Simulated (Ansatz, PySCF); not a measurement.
This Ansatz (a quantum-chemistry and plane-wave program) input computes a SVWN5/def2-TZVPD energy:

Ansatz 0.2 input:
```yaml
crystal:
  periodic: [false, false, false]
  atoms:
    - {symbol: N, position_ang: [-0.00000000, -0.00000000, -1.03778016]}
    - {symbol: S, position_ang: [0.00000000, 0.00000000, 0.45402882]}
basis:
  gaussian:
    orbitals: def2-TZVPD
hamiltonian:
  xc: {name: SVWN5}
magnetization: {spin_polarized: true, initial_magnetization: 1}
output: {forces: true}
```

Question: Write an input for the same energy in PySCF and say what it gives.

Answer: 
```python
from pyscf import gto, scf, dft

mol = gto.M(
    atom='''
    N    -0.00000000   -0.00000000   -1.03778016
    S     0.00000000    0.00000000    0.45402882
    ''',
    basis='def2-tzvpd',
    charge=0,
    spin=1,
    symmetry='C2v',
    verbose=4,
)

mf = dft.UKS(mol, xc='svwn').density_fit(auxbasis='def2-universal-jkfit')
mf.grids.level = 3
mf.conv_tol = 1e-9
mf.max_cycle = 100
mf.max_memory = 1500
mf.kernel()
if not mf.converged:
    mf = mf.newton()
    mf.kernel(mf.make_rdm1())
mf.analyze()
```
It gives -451.09843 Eh, and Ansatz -451.09842 Eh, a difference of 0.01 mEh.
